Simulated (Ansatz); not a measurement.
A short molecular-dynamics run on `[SeH]C1N[SiH2]1`.

```yaml
crystal:
  periodic: [false, false, false]
  atoms:
    - {symbol: Se, position_ang: [-1.099997, -0.971629, 1.674140]}
    - {symbol: C, position_ang: [-0.543026, 0.064986, 0.139254]}
    - {symbol: N, position_ang: [0.788615, 0.691526, 0.165210]}
    - {symbol: Si, position_ang: [0.723857, -0.511822, -1.055540]}
    - {symbol: H, position_ang: [-1.354065, 0.179815, 2.556968]}
    - {symbol: H, position_ang: [-1.361159, 0.664844, -0.255880]}
    - {symbol: H, position_ang: [0.836845, 1.695845, 0.090294]}
    - {symbol: H, position_ang: [1.555236, -1.714221, -0.853316]}
    - {symbol: H, position_ang: [0.542094, -0.145542, -2.478232]}
basis:
  gaussian: {orbitals: def2-SVP}
hamiltonian: {xc: {name: PBE}}
md: {timestep: 1 fs, n_steps: 50, ensemble: nvt_langevin, temperature: 500, initial_velocities: maxwell_boltzmann, friction: 0.01, seed: 94}
```

```sh
$ ansatz run in.yaml --threads 4 --pin off --events-out ev --progress --plain --max-ram 10444MiB
```

| step | time (fs) | potential energy (eV) | kinetic (eV) | T (K) | conserved (eV) |
| --- | --- | --- | --- | --- | --- |
| 0 | 0.0 | -75804.7985 | 0.5170 | 444 | – |
| 1 | 1.0 | -75804.7889 | 0.5321 | 457 | – |
| 2 | 2.0 | -75804.7483 | 0.4901 | 421 | – |
| 3 | 3.0 | -75804.6920 | 0.4628 | 398 | – |
| 4 | 4.0 | -75804.6503 | 0.4225 | 363 | – |
| 5 | 5.0 | -75804.6462 | 0.4449 | 382 | – |
| 6 | 6.0 | -75804.6637 | 0.4115 | 354 | – |
| 7 | 7.0 | -75804.6734 | 0.4536 | 390 | – |
| 8 | 8.0 | -75804.6535 | 0.4665 | 401 | – |
| 9 | 9.0 | -75804.6119 | 0.4741 | 408 | – |
| 10 | 10.0 | -75804.5681 | 0.4436 | 381 | – |
| 11 | 11.0 | -75804.5407 | 0.4035 | 347 | – |
| 12 | 12.0 | -75804.5453 | 0.3793 | 326 | – |
| 13 | 13.0 | -75804.5900 | 0.4564 | 392 | – |
| 14 | 14.0 | -75804.6451 | 0.5247 | 451 | – |
| 15 | 15.0 | -75804.6744 | 0.5669 | 487 | – |
| 16 | 16.0 | -75804.6582 | 0.5601 | 481 | – |
| 17 | 17.0 | -75804.5998 | 0.4711 | 405 | – |
| 18 | 18.0 | -75804.5484 | 0.4354 | 374 | – |
| 19 | 19.0 | -75804.5354 | 0.4309 | 370 | – |
| 20 | 20.0 | -75804.5540 | 0.4446 | 382 | – |
| 21 | 21.0 | -75804.5761 | 0.4305 | 370 | – |
| 22 | 22.0 | -75804.5933 | 0.4298 | 369 | – |
| 23 | 23.0 | -75804.6053 | 0.4775 | 410 | – |
| 24 | 24.0 | -75804.5914 | 0.4714 | 405 | – |
| 25 | 25.0 | -75804.5397 | 0.4140 | 356 | – |
| 26 | 26.0 | -75804.4806 | 0.4013 | 345 | – |
| 27 | 27.0 | -75804.4617 | 0.3369 | 290 | – |
| 28 | 28.0 | -75804.5072 | 0.3927 | 338 | – |
| 29 | 29.0 | -75804.5791 | 0.4787 | 412 | – |
| 30 | 30.0 | -75804.6258 | 0.5433 | 467 | – |
| 31 | 31.0 | -75804.6138 | 0.5513 | 474 | – |
| 32 | 32.0 | -75804.5571 | 0.4658 | 400 | – |
| 33 | 33.0 | -75804.5119 | 0.4057 | 349 | – |
| 34 | 34.0 | -75804.5322 | 0.4611 | 396 | – |
| 35 | 35.0 | -75804.5943 | 0.5112 | 439 | – |
| 36 | 36.0 | -75804.6363 | 0.5456 | 469 | – |
| 37 | 37.0 | -75804.6412 | 0.5185 | 446 | – |
| 38 | 38.0 | -75804.6265 | 0.5519 | 474 | – |
| 39 | 39.0 | -75804.5987 | 0.5892 | 506 | – |
| 40 | 40.0 | -75804.5587 | 0.5809 | 499 | – |
| 41 | 41.0 | -75804.5194 | 0.4842 | 416 | – |
| 42 | 42.0 | -75804.4825 | 0.4733 | 407 | – |
| 43 | 43.0 | -75804.4667 | 0.4489 | 386 | – |
| 44 | 44.0 | -75804.5017 | 0.4838 | 416 | – |
| 45 | 45.0 | -75804.5543 | 0.5375 | 462 | – |
| 46 | 46.0 | -75804.5570 | 0.4990 | 429 | – |
| 47 | 47.0 | -75804.5311 | 0.3933 | 338 | – |
| 48 | 48.0 | -75804.4994 | 0.3962 | 341 | – |
| 49 | 49.0 | -75804.4573 | 0.3029 | 260 | – |
| 50 | 50.0 | -75804.4347 | 0.2877 | 247 | – |

Velocities are drawn at the set temperature; a run this short doesn't reach equilibrium.

Frames (Å, forces in eV/Å):

```xyz
9
time=0.0 fs
Se   -1.100   -0.972    1.674   -0.103   -0.591    0.136
C    -0.543    0.065    0.139    0.149    0.093    0.356
N     0.789    0.692    0.165    0.019   -0.056    0.556
Si    0.724   -0.512   -1.056    0.325   -0.584   -0.684
H    -1.354    0.180    2.557   -0.061    0.303    0.211
H    -1.361    0.665   -0.256   -0.529    0.341   -0.264
H     0.837    1.696    0.090    0.093    0.713   -0.012
H     1.555   -1.714   -0.853    0.183   -0.284    0.031
H     0.542   -0.146   -2.478   -0.077    0.065   -0.332
9
time=2.0 fs
Se   -1.107   -0.968    1.673   -0.301    0.062    0.714
C    -0.536    0.046    0.151   -0.239    0.645   -0.322
N     0.785    0.689    0.173    0.399    0.637    0.396
Si    0.737   -0.510   -1.059    0.864   -1.482    0.493
H    -1.414    0.251    2.513    0.055   -0.372   -0.137
H    -1.342    0.675   -0.278   -0.209   -0.136    0.024
H     0.847    1.712    0.089   -0.046   -0.155    0.087
H     1.610   -1.748   -0.894   -0.266    0.395    0.051
H     0.539   -0.204   -2.442   -0.256    0.406   -1.307
9
time=4.0 fs
Se   -1.114   -0.964    1.672   -0.448    0.354    0.985
C    -0.528    0.031    0.158   -0.619    1.200   -0.885
N     0.782    0.690    0.183    0.725    1.194    0.139
Si    0.751   -0.509   -1.061    1.095   -1.723    0.796
H    -1.479    0.299    2.456    0.125   -0.694   -0.210
H    -1.334    0.687   -0.292    0.155   -0.619    0.289
H     0.857    1.735    0.094   -0.196   -0.980    0.174
H     1.662   -1.765   -0.941   -0.514    0.759    0.145
H     0.524   -0.252   -2.443   -0.323    0.508   -1.431
9
time=6.0 fs
Se   -1.120   -0.959    1.672   -0.479    0.336    0.985
C    -0.520    0.020    0.158   -0.586    1.299   -0.959
N     0.780    0.696    0.192    0.881    0.121   -0.098
Si    0.767   -0.510   -1.060    0.947   -1.437   -0.066
H    -1.533    0.321    2.397    0.120   -0.687   -0.111
H    -1.321    0.680   -0.293    0.106   -0.666    0.252
H     0.875    1.719    0.108   -0.247   -0.211    0.136
H     1.701   -1.763   -0.993   -0.575    0.845    0.276
H     0.499   -0.285   -2.492   -0.167    0.400   -0.415
9
time=8.0 fs
Se   -1.128   -0.955    1.672   -0.333   -0.166    0.732
C    -0.518    0.012    0.153    0.198    0.838   -0.598
N     0.782    0.701    0.201    0.764   -1.438   -0.321
Si    0.781   -0.512   -1.061    0.429   -0.709   -1.046
H    -1.586    0.306    2.331   -0.041   -0.210    0.193
H    -1.306    0.649   -0.277   -0.508   -0.133   -0.164
H     0.896    1.695    0.129   -0.215    1.030    0.056
H     1.723   -1.725   -1.029   -0.363    0.524    0.374
H     0.476   -0.303   -2.567    0.069    0.265    0.773
9
time=10.0 fs
Se   -1.136   -0.949    1.672   -0.026   -0.936    0.388
C    -0.515    0.006    0.147    0.997    0.262   -0.152
N     0.787    0.701    0.211    0.674   -1.280   -0.583
Si    0.794   -0.515   -1.065   -0.257    0.168   -1.472
H    -1.646    0.278    2.261   -0.346    0.527    0.563
H    -1.303    0.609   -0.265   -1.078    0.456   -0.595
H     0.910    1.702    0.146   -0.294    0.686    0.063
H     1.736   -1.667   -1.050    0.088   -0.086    0.419
H     0.444   -0.316   -2.618    0.242    0.204    1.370
9
time=12.0 fs
Se   -1.144   -0.944    1.671    0.125   -1.150    0.298
C    -0.511    0.002    0.139    0.881    0.297   -0.056
N     0.795    0.697    0.221    0.555   -0.187   -0.795
Si    0.805   -0.515   -1.071   -0.924    0.994   -1.344
H    -1.719    0.267    2.209   -0.467    0.721    0.616
H    -1.330    0.583   -0.263   -0.709    0.385   -0.564
H     0.915    1.729    0.169   -0.415   -0.489    0.079
H     1.748   -1.609   -1.062    0.646   -0.771    0.425
H     0.417   -0.319   -2.616    0.307    0.200    1.340
9
time=14.0 fs
Se   -1.151   -0.940    1.670   -0.111   -0.505    0.467
C    -0.501    0.001    0.127   -0.091    0.712   -0.105
N     0.807    0.692    0.227    0.210    0.108   -0.885
Si    0.813   -0.514   -1.080   -0.709    0.898   -0.658
H    -1.814    0.279    2.177   -0.154    0.099    0.294
H    -1.376    0.573   -0.279    0.404   -0.140   -0.175
H     0.905    1.735    0.204   -0.331   -0.758    0.003
H     1.782   -1.593   -1.059    0.555   -0.674    0.380
H     0.403   -0.319   -2.561    0.229    0.260    0.680
9
time=16.0 fs
Se   -1.159   -0.936    1.668   -0.404    0.124    0.563
C    -0.489    0.005    0.115   -0.674    0.700    0.044
N     0.821    0.690    0.230   -0.294   -0.806   -0.957
Si    0.819   -0.511   -1.091    0.277    0.134    0.759
H    -1.915    0.287    2.150    0.236   -0.489    0.005
H    -1.409    0.547   -0.303    1.080   -0.280    0.048
H     0.884    1.710    0.241   -0.102    0.233   -0.083
H     1.834   -1.611   -1.038   -0.074   -0.005    0.256
H     0.407   -0.300   -2.482   -0.044    0.388   -0.635
9
time=18.0 fs
Se   -1.165   -0.932    1.666   -0.583    0.404    0.576
C    -0.479    0.011    0.108   -0.450    0.199    0.330
N     0.833    0.688    0.231   -0.638   -1.521   -1.008
Si    0.825   -0.508   -1.101    1.156   -0.526    2.058
H    -2.006    0.275    2.123    0.494   -0.750   -0.144
H    -1.405    0.505   -0.324    0.891    0.072   -0.031
H     0.867    1.690    0.283    0.061    1.050   -0.118
H     1.885   -1.634   -0.995   -0.675    0.601    0.029
H     0.404   -0.256   -2.430   -0.256    0.472   -1.692
9
time=20.0 fs
Se   -1.172   -0.929    1.664   -0.508    0.307    0.438
C    -0.468    0.019    0.103    0.450   -0.720    0.868
N     0.842    0.682    0.228   -0.788   -0.230   -0.775
Si    0.833   -0.504   -1.109    1.235   -0.594    1.812
H    -2.067    0.239    2.102    0.495   -0.618   -0.168
H    -1.361    0.458   -0.350   -0.144    0.749   -0.433
H     0.840    1.705    0.326    0.204    0.037   -0.264
H     1.920   -1.628   -0.950   -0.892    0.776   -0.188
H     0.394   -0.198   -2.442   -0.051    0.293   -1.291
9
time=22.0 fs
Se   -1.179   -0.926    1.663   -0.156   -0.067    0.166
C    -0.457    0.028    0.099    0.629   -1.155    1.009
N     0.847    0.678    0.219   -0.812    1.045   -0.368
Si    0.842   -0.502   -1.114    0.603   -0.034    0.619
H    -2.102    0.184    2.086    0.221   -0.171   -0.079
H    -1.323    0.447   -0.393   -0.591    0.942   -0.517
H     0.818    1.723    0.358    0.375   -0.954   -0.454
H     1.916   -1.593   -0.913   -0.644    0.496   -0.299
H     0.386   -0.135   -2.501    0.376   -0.101   -0.077
9
time=24.0 fs
Se   -1.188   -0.922    1.663    0.320   -0.488   -0.148
C    -0.447    0.037    0.099   -0.232   -0.915    0.436
N     0.849    0.680    0.207   -0.712    0.794   -0.158
Si    0.853   -0.500   -1.117   -0.445    0.992   -0.362
H    -2.132    0.132    2.064   -0.183    0.350    0.063
H    -1.306    0.474   -0.446   -0.006    0.505    0.032
H     0.809    1.706    0.374    0.469   -0.500   -0.429
H     1.882   -1.532   -0.892    0.166   -0.339   -0.223
H     0.398   -0.086   -2.562    0.624   -0.400    0.788
9
time=26.0 fs
Se   -1.198   -0.918    1.663    0.551   -0.627   -0.315
C    -0.437    0.040    0.099   -1.203   -0.279   -0.345
N     0.849    0.684    0.195   -0.528   -0.677   -0.232
Si    0.864   -0.496   -1.120   -1.274    1.832   -0.776
H    -2.174    0.093    2.056   -0.334    0.556    0.072
H    -1.294    0.523   -0.500    0.709   -0.158    0.768
H     0.814    1.670    0.386    0.451    1.008   -0.164
H     1.862   -1.479   -0.884    0.971   -1.152   -0.075
H     0.429   -0.060   -2.592    0.656   -0.503    1.067
9
time=28.0 fs
Se   -1.207   -0.914    1.661    0.367   -0.378   -0.293
C    -0.431    0.039    0.096   -1.418    0.317   -0.690
N     0.851    0.691    0.184   -0.350   -0.989   -0.125
Si    0.873   -0.488   -1.123   -1.040    1.641   -0.482
H    -2.222    0.081    2.059   -0.084    0.344   -0.067
H    -1.260    0.575   -0.529    0.724   -0.565    1.067
H     0.842    1.668    0.398    0.381    1.164   -0.099
H     1.874   -1.471   -0.884    0.921   -1.122   -0.075
H     0.483   -0.056   -2.577    0.499   -0.412    0.764
9
time=30.0 fs
Se   -1.215   -0.910    1.658    0.139   -0.137   -0.232
C    -0.431    0.038    0.093   -0.649    0.486   -0.416
N     0.852    0.700    0.171   -0.136   -0.019    0.269
Si    0.880   -0.477   -1.129   -0.073    0.727    0.644
H    -2.256    0.084    2.063    0.187    0.112   -0.195
H    -1.195    0.607   -0.520   -0.154   -0.391    0.696
H     0.888    1.700    0.403    0.198   -0.093   -0.348
H     1.905   -1.489   -0.883    0.327   -0.578   -0.180
H     0.564   -0.065   -2.528    0.161   -0.108   -0.237
9
time=32.0 fs
Se   -1.224   -0.905    1.654   -0.046    0.030   -0.126
C    -0.433    0.037    0.090    0.457    0.223    0.260
N     0.853    0.710    0.159    0.209    0.478    0.471
Si    0.885   -0.465   -1.131    0.964   -0.385    1.913
H    -2.278    0.098    2.066    0.410   -0.081   -0.297
H    -1.139    0.628   -0.478   -1.374    0.253   -0.110
H     0.947    1.727    0.389   -0.100   -0.848   -0.435
H     1.942   -1.522   -0.881   -0.373    0.075   -0.284
H     0.653   -0.077   -2.489   -0.147    0.256   -1.392
9
time=34.0 fs
Se   -1.233   -0.899    1.649   -0.135    0.108   -0.012
C    -0.434    0.038    0.091    0.552    0.495    0.223
N     0.853    0.720    0.148    0.461    0.180    0.382
Si    0.891   -0.456   -1.132    1.215   -0.803    2.117
H    -2.290    0.117    2.058    0.532   -0.203   -0.344
H    -1.139    0.654   -0.442   -1.468    0.264   -0.241
H     1.008    1.729    0.359   -0.330   -0.705   -0.263
H     1.950   -1.546   -0.883   -0.612    0.316   -0.279
H     0.734   -0.075   -2.492   -0.215    0.347   -1.584
9
time=36.0 fs
Se   -1.242   -0.893    1.644    0.000    0.029    0.031
C    -0.432    0.046    0.094   -0.463    1.438   -0.493
N     0.852    0.734    0.137    0.309   -1.118    0.055
Si    0.900   -0.448   -1.129    0.963   -0.554    0.971
H    -2.273    0.140    2.050    0.444   -0.151   -0.299
H    -1.199    0.689   -0.417   -0.283   -0.551    0.305
H     1.054    1.706    0.323   -0.256    0.551    0.138
H     1.940   -1.551   -0.895   -0.542    0.256   -0.182
H     0.809   -0.056   -2.546   -0.171    0.101   -0.526
9
time=38.0 fs
Se   -1.250   -0.887    1.640    0.308   -0.214    0.001
C    -0.433    0.058    0.096   -1.096    1.778   -0.848
N     0.852    0.743    0.126    0.178   -1.335    0.049
Si    0.910   -0.440   -1.125    0.459   -0.057   -0.515
H    -2.241    0.159    2.037    0.175    0.077   -0.174
H    -1.265    0.698   -0.390    0.596   -0.899    0.483
H     1.088    1.703    0.291   -0.228    0.910    0.310
H     1.904   -1.551   -0.910   -0.224   -0.035   -0.051
H     0.871   -0.023   -2.622   -0.168   -0.225    0.746
9
time=40.0 fs
Se   -1.260   -0.880    1.636    0.613   -0.452   -0.034
C    -0.439    0.075    0.094   -0.840    1.206   -0.692
N     0.849    0.748    0.112    0.483    0.299    0.456
Si    0.922   -0.433   -1.123   -0.229    0.501   -1.559
H    -2.205    0.186    2.013   -0.107    0.313   -0.020
H    -1.304    0.674   -0.342    0.597   -0.485    0.097
H     1.116    1.736    0.265   -0.577   -0.417    0.159
H     1.862   -1.543   -0.938    0.262   -0.545    0.113
H     0.918    0.010   -2.685   -0.203   -0.420    1.480
9
time=42.0 fs
Se   -1.270   -0.876    1.632    0.733   -0.455   -0.058
C    -0.446    0.097    0.088    0.660   -0.166   -0.019
N     0.849    0.754    0.102    0.542    1.145    0.652
Si    0.934   -0.424   -1.125   -0.605    0.617   -1.818
H    -2.166    0.231    1.990   -0.213    0.350    0.084
H    -1.309    0.625   -0.286   -0.587    0.664   -0.750
H     1.133    1.756    0.251   -0.734   -1.006    0.106
H     1.833   -1.554   -0.954    0.423   -0.702    0.188
H     0.951    0.026   -2.701   -0.219   -0.447    1.615
9
time=44.0 fs
Se   -1.280   -0.873    1.629    0.426    0.128    0.040
C    -0.451    0.119    0.083    1.584   -0.984    0.173
N     0.848    0.764    0.096    0.218    0.660    0.541
Si    0.947   -0.416   -1.131   -0.698    0.270   -1.332
H    -2.150    0.296    1.970    0.092   -0.162    0.038
H    -1.328    0.598   -0.261   -1.138    1.223   -1.126
H     1.126    1.751    0.241   -0.525   -0.425    0.206
H     1.822   -1.589   -0.961    0.231   -0.381    0.183
H     0.962    0.022   -2.671   -0.191   -0.329    1.276
9
time=46.0 fs
Se   -1.289   -0.869    1.625    0.279    0.579    0.037
C    -0.450    0.133    0.081    0.297   -0.438   -0.550
N     0.848    0.777    0.089   -0.499   -1.452    0.218
Si    0.961   -0.408   -1.139   -0.657   -0.427   -0.130
H    -2.125    0.353    1.952    0.245   -0.516    0.048
H    -1.381    0.619   -0.271    0.423    0.461   -0.563
H     1.096    1.721    0.228    0.122    1.700    0.532
H     1.818   -1.632   -0.954   -0.061    0.135    0.123
H     0.963    0.009   -2.600   -0.148   -0.043    0.285
9
time=48.0 fs
Se   -1.298   -0.866    1.622    0.251    0.868   -0.046
C    -0.447    0.145    0.079   -0.552   -0.054   -1.092
N     0.848    0.785    0.081   -0.364   -0.627    0.435
Si    0.974   -0.401   -1.148   -0.632   -1.097    1.484
H    -2.091    0.395    1.944    0.269   -0.686    0.082
H    -1.406    0.655   -0.300    1.376   -0.127   -0.106
H     1.074    1.751    0.234    0.009    0.875    0.370
H     1.820   -1.659   -0.952   -0.225    0.471    0.076
H     0.956   -0.007   -2.529   -0.133    0.377   -1.205
9
time=50.0 fs
Se   -1.304   -0.864    1.619    0.295    0.997   -0.182
C    -0.447    0.156    0.071   -0.273   -0.154   -1.138
N     0.847    0.794    0.075    0.052    1.283    0.821
Si    0.985   -0.395   -1.156   -0.605   -1.431    2.484
H    -2.055    0.419    1.953    0.222   -0.695    0.104
H    -1.380    0.681   -0.329    1.107   -0.169   -0.031
H     1.062    1.811    0.246   -0.343   -1.139   -0.024
H     1.822   -1.679   -0.952   -0.324    0.701    0.035
H     0.954   -0.007   -2.499   -0.131    0.607   -2.069
```

Run time 45 s (4 threads of an Arm Neoverse V2 on a shared host); peak host memory 0.16 GiB.
